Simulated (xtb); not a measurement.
xtb input:

```bash
xtb mol.xyz --gfn 1 --sp --chrg -1 --uhf 0
```
mol.xyz:
```
12

Si     0.71247826     0.20059103    -0.71774957
C      2.28534425    -0.57686590     0.13161672
F      1.05057334     1.80020275    -0.24878589
N     -0.47429064    -0.25536830     0.58565615
Si    -2.10028121    -0.64392963     0.30084199
H      2.23040290    -1.67093250     0.10815323
H      3.20732618    -0.27625223    -0.37821064
H      2.36376730    -0.25821710     1.18170412
H     -0.18835994    -0.17259187     1.55692562
H     -2.79291669    -0.87854306     1.61124505
H     -2.32792410    -1.88866851    -0.49398610
H     -2.91024553     0.39889419    -0.39934559
```

Which total energy does the run end on?

-18.25126 Eh (GFN1-xTB).

It need not be the lowest isomer of its formula. Whether it binds its extra electron was not tested at this geometry.
